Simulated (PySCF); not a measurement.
ScCl2, SMILES [Cl][Sc][Cl] (connectivity only; charge and spin as stated), neutral, multiplicity 2.

Coordinates come from a B3LYP-D3(BJ)/def2-TZVP optimisation. The spin state was assumed, not searched. The isomer is the one that the SMILES or the coordinates give; other isomers of the formula were not compared.

All values below come from PySCF with PBE/def2-TZVPD.

The molecule is in vacuum.

total energy: -1680.67010 hartree
point group: C2v
α spin, highest occupied and lowest empty level: -4.36 and -3.85 eV
β spin, highest occupied and lowest empty level: -7.79 and -3.50 eV
dipole moment: 3.22 D
quadrupole, principal values (traceless, Buckingham form, about the centre of nuclear charge): -12.32, 2.29, 10.03 D·Å
mean static polarisability: 111.1 bohr³ (16.47 Å³)
polarisability, principal values: 98.7, 109.1, 125.6 bohr³
⟨S²⟩: 0.752 (pure state 0.75)
